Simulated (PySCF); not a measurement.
Species: C₅H₄F₃NS.
SMILES: `c1c(snc1C)C(F)(F)F`

A linear-response calculation (PySCF, def2-SVPD basis, gas phase, vertical, core orbitals frozen in the response) gave these numbers; the functional is withheld.

Orbital energies (eV): HOMO-3 -12.46, HOMO-2 -10.78, HOMO-1 -10.34, HOMO -9.58, LUMO 0.08, LUMO+1 1.59, LUMO+2 2.15.

| state | E (eV) | f | main configurations (H = HOMO, L = LUMO) |
| --- | --- | --- | --- |
| S1 | 5.46 | 0.135 | H→L (93%) |
| S2 | 5.65 | 0.0017 | H-2→L (96%) |
| S3 | 6.15 | 0.0003 | H→L+1 (86%) |
| S4 | 6.20 | 0.082 | H-1→L (93%) |
| S5 | 7.08 | 0.0005 | H-1→L+1 (88%) |
| S6 | 7.42 | 0.010 | H-2→L+1 (86%) |

Triplets, Tamm–Dancoff:

```
state  E (eV)  λ (nm)  main configurations (H = HOMO, L = LUMO)
   T1    4.01   309.4                                 H→L (92%)
   T2    4.18   296.9                               H-1→L (89%)
   T3    5.04   246.0                               H-2→L (91%)
   T4    5.76   215.1                               H→L+1 (83%)
```

Vertical ionisation energy by ΔSCF with the same functional: 9.81 eV. Mean static polarisability: 83.8 au.

Question: Which of these was used?
A. HF
B. wB97X-D
C. PBE
D. B3LYP

Answer: B. wB97X-D is range-separated, 22% exact exchange at short range and 100% at long range (ω = 0.2 bohr⁻¹). In this run −ε(HOMO) = 9.58 eV differs from the ΔSCF value by -0.23 eV, and S1 differs from the orbital gap of 9.65 eV by -4.20 eV. The ratio −ε(HOMO)/IP is 0.98. Usual ranges for neutral molecules in this basis: 0.89 to 0.99 with wB97X-D, 0.5 to 0.7 with PBE, 0.67 to 0.83 with B3LYP; Hartree–Fock can't fall below 1, since the ion's relaxation only lowers the ΔSCF value. The other options: PBE, a GGA without exact exchange; HF, time-dependent Hartree–Fock, 100% exact exchange; B3LYP, a global hybrid with 20% exact exchange.

Computed, not measured: TDDFT wB97X-D/def2-SVPD, vertical, gas phase, core orbitals frozen in the response (PySCF). Geometry: PBE0-D3(BJ)/def2-SVP; no solvent, vibrations or thermal averaging.

On an Arm Neoverse V1 with one thread, no GPU, shared host, this took 3.4 min (grids of density and orbitals included) and 1.3 GiB of memory at its peak.

Conformer computed: `[CH3:1][c:2]1[cH:3][c:4]([C:5]([F:6])([F:7])[F:8])[s:9][n:10]1`: C3–C4–C5–F6 -127°.
